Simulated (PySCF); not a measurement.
Simulated O 1s region for H6O4Si2 ((OH)3Si-O-SiH3), binding energy against the vacuum level.

Every computed line was given a Gaussian of 0.6 eV full width at half maximum and an area set by the number of equivalent atoms; the highest printed point is 100. Method: delta-SCF UKS SCAN, pcX-2 on the ionised atom, pcseg-1 elsewhere, spin-free X2C in PySCF.

(binding energy (eV), intensity): (537.3, 0), (537.4, 1), (537.5, 2), (537.6, 4), (537.7, 9), (537.8, 16), (537.9, 24), (538.0, 31), (538.1, 34), (538.2, 33), (538.3, 29), (538.4, 27), (538.5, 30), (538.6, 42), (538.7, 61), (538.8, 83), (538.9, 98), (539.0, 100), (539.1, 88), (539.2, 66), (539.3, 42), (539.4, 23), (539.5, 11), (539.6, 5), (539.7, 2), (539.8, 0)

Problem. How many maxima does the curve show, and how many computed lines lie under it?

Solution. The curve has 2 maxima (at 538.1 and 539.0 eV). Under it lie 2 lines from 2 inequivalent oxygen sites.

Problem. Decompose the envelope and assign each component. Bonds: Si1–O2, Si1–O3, Si1–O4, Si1–O5, O5–Si6. Hydrogens: H7 on O2; H8 on O3; H9 on O4; H10, H11, H12 on Si6.

Solution. 
```
position (eV)  relative area  line     atoms                environment
       538.11              1  O 1s        O5      oxygen bonded to 2 Si
       538.96              3  O 1s  O2/O3/O4  oxygen bonded to Si and H
```

Problem. What are the centre and the root-mean-square width of the whole band?

Solution. The area-weighted mean of the lines is 538.75 eV. Their own spread about it is 0.37 eV (rms) and each Gaussian has σ = 0.6/2.355 = 0.25 eV; the variances add, which gives 0.45 eV.

Lowest listed O 1s: O5, bonded to 2 Si. Highest, 0.85 eV above it: O2/O3/O4, bonded to H and Si.

No satellites, vibrations or lifetime broadening are included. One atom of each set of topologically equivalent atoms was ionised and stands for the set; in this conformer not all members are related by symmetry, and their own values weren't computed. One conformer (not necessarily the lowest) at the PBE0-D3(BJ)/def2-SVP geometry, without solvent, vibrations or thermal averaging.

The run took 1.9 min wall, 1.7 min CPU on one thread, Intel Xeon at 2.50 GHz (x86_64), no GPU, shared host with 64 logical CPUs at a one-minute load of 58, and the process peaked at 0.54 GiB of memory.
